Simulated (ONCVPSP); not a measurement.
# Before and after: ONCV potential for antimony

ONCVPSP 4.0.1 input, shortened (lines: element, Z, core and valence counts, functional; n l f; lmax; l rc ep ncon nbas qcut; lloc lpopt rc5 dvloc0; l nproj debl; icmod fcfact rcfact), PBE, scalar-relativistic:

```
  Sb 51.00    6    5        4      upf
    1    0    2.00
    2    0    2.00
    2    1    6.00
    3    0    2.00
    3    1    6.00
    3    2   10.00
    4    0    2.00
    4    1    6.00
    4    2   10.00
    5    0    2.00
    5    1    2.00
    3
    0    1.40    0.00    4    8    9.20
    1    1.15    0.00    4    8    9.70
    2    1.50    0.00    4    9    9.20
    3    1.40    0.08    4    9    7.10
    4    5    0.90    2.00
    0    2    0.60
    1    2    3.30
    2    1    3.10
    3    3    2.30
    1    0.60    0.00
```

Change: d: rc 1.28.

Cutoffs: the cutoffs (Ha) at which the residual kinetic energy of the hardest occupied pseudo-wave falls to 1 and 0.1 mHa per electron; they do not see the model core or the augmentation charge, which bear on the density cutoff. Errors are all-electron minus pseudo energies relative to the spin-unpolarised reference configuration.

**Question.** What does the change do?

**Answer.** The potential gets harder (38 Ha and 50 Ha → 39 Ha and 82 Ha); both files keep a bound ghost (f); the errors of the 4 common tests hardly move. A smaller radius makes the pseudo-wave follow the all-electron one further in, where it bends more sharply, so more plane waves are needed.

| quantity | base | changed |
| --- | --- | --- |
| cutoff, loose | 38 Ha | 39 Ha |
| cutoff, tight | 50 Ha | 82 Ha |
| loose cutoff by channel | s 30 Ha, p 38 Ha, d 35 Ha | s 30 Ha, p 38 Ha, d 39 Ha |
| bound ghosts | f | f |
| GHOST(+) flags under 300 eV | s at 207.3 eV | s at 207.3 eV |
| error for 4s2 4p6 4d10 5s2 5p3, meV [ΔE -8.32 eV] | +1.6 | +1.6 |
| error for 4s2 4p6 4d10 5s2 5p1, meV [ΔE 15.97 eV] | -3.4 | -3.4 |
| error for 4s2 4p6 4d10 5s2 5p0, meV [ΔE 40.38 eV] | -9.3 | -9.0 |
| error for 4s2 4p6 4d10 5s2 5p2.5, meV [ΔE -5.06 eV] | +1.0 | +1.0 |
| s: phases at 1.42 bohr within 0.05 rad from the reference energy up to (Ha; the scan ends near 5) | to the end of the scan | to the end of the scan |
| p: phases at 1.17 bohr within 0.05 rad from the reference energy up to (Ha; the scan ends near 5) | to the end of the scan | to the end of the scan |
| f: phases at 1.42 bohr within 0.05 rad from the reference energy up to (Ha; the scan ends near 5) | to the end of the scan | to the end of the scan |
| rms error of d²Exc/dni dnj with the model core, mHa | 1.47 | 1.48 |

 A true bound ghost makes a file unfit for plane-wave use even where its test errors are small: the radial tests pick states by their node count and pass the ghost by.
